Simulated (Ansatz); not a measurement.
A nudged elastic band was laid between two geometries of AlH6NOS (10 atoms, charge 0, multiplicity 1).

These are results of RKS PBE-D4/6-31G* in Ansatz, not measurements.

```yaml
movable_images: 7
climbing_image: yes
spring: 2.0 to 10.0 eV/Å², energy-weighted
optimiser: quadratic models (default)
start_path: through a guess of the saddle point
force_threshold: 0.03 eV/Å
iteration_limit: 60
end_points: relaxed
```

Image 0:

```xyz
10
Properties=species:S:1:pos:R:3
Al -0.075 0.247 0.096
O -0.270 -0.310 1.763
H -0.405 -1.269 1.875
N 1.519 -0.031 -0.695
H 2.382 -0.318 -0.235
H 1.655 0.020 -1.705
H -1.331 0.448 -0.880
S -0.040 2.611 1.250
H 1.304 2.652 1.448
H -0.251 1.822 2.344
```

Image 8:

```xyz
10
Properties=species:S:1:pos:R:3
Al 0.048 0.581 0.057
O -0.127 -0.236 1.947
H -1.015 -0.646 2.031
N 1.607 0.108 -0.700
H 1.697 -0.679 -1.341
H 2.508 0.564 -0.574
H -1.331 -0.001 -0.520
S -0.037 2.667 0.974
H 1.307 2.890 0.943
H -0.169 0.623 2.444
```

Question: Which bonds break or form, and what moves?

Answer: Bonds broken: S8–H10. Bonds formed: O2–H10.

Question: Give the energies along the band, and the barrier.

Answer: It converged. The highest image is number 3 of 0 to 8, 0.081 eV above the first end and 0.420 eV above the last; the last end lies 0.339 eV below the first. The profile has 2 maxima (images 3, 6) with wells between them (image 5): this band takes more than one step, which may be the mechanism or a detour left from its start path. Another band between the same ends (7 images) ends at a top of the same energy, where a vibrational analysis finds 1 clearly imaginary mode. The orbitals stay closed-shell, which can raise the energy where a bond breaks towards radicals; this wasn't checked here.

```tsv
image	path coordinate (Å)	energy (eV)	S8–H10 (Å)	O2–H10 (Å)
0	0.00	0.000	1.37	2.21
1	0.60	0.020	1.39	1.91
2	0.95	0.048	1.43	1.67
3	1.19	0.081	1.55	1.42
4	1.41	-0.017	1.75	1.19
5	2.52	-0.330	2.47	1.00
6	3.63	-0.281	2.49	1.00
7	4.75	-0.306	2.64	0.99
8	5.86	-0.339	2.52	0.99
```

Question: What is the geometry of the highest image?

Answer: 
```xyz
10
Properties=species:S:1:pos:R:3:forces:R:3
Al 0.001 0.374 0.036 0.00 0.00 0.00
O -0.044 -0.243 1.777 0.00 0.00 0.00
H -0.831 -0.763 2.036 0.00 0.00 0.00
N 1.552 -0.033 -0.770 0.00 0.00 0.00
H 2.412 -0.270 -0.278 0.00 0.00 0.00
H 1.749 0.166 -1.750 0.00 0.00 0.00
H -1.387 0.370 -0.758 0.00 0.00 0.00
S -0.064 2.526 1.354 0.00 0.00 0.00
H 1.277 2.599 1.571 0.00 0.00 0.00
H -0.177 1.146 2.043 0.00 0.00 0.00
```

Time of the run: 8.9 min on 1 thread of Arm Neoverse V1, on a shared host, peak memory 0.12 GiB.
